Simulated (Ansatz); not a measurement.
Harmonic frequencies (cm⁻¹) at PBE0-D4/def2-TZVP from Ansatz: 112, 126, 149, 199, 263, 268, 429, 452, 591, 603, 624, 748, 806, 814, 1552, 1563, 3560, 3563, 3659, 3664, 3900.

Each molecule was computed in one conformer, which needn't be the lowest.

Question: Which molecule is it?
A. `[SiH3][O][InH2]`
B. `[NH2][In]([NH2])[OH]`
C. `C[O][In]([SH])[SH]`
D. `C[CH2][In]([F])[Cl]`

Answer: B.
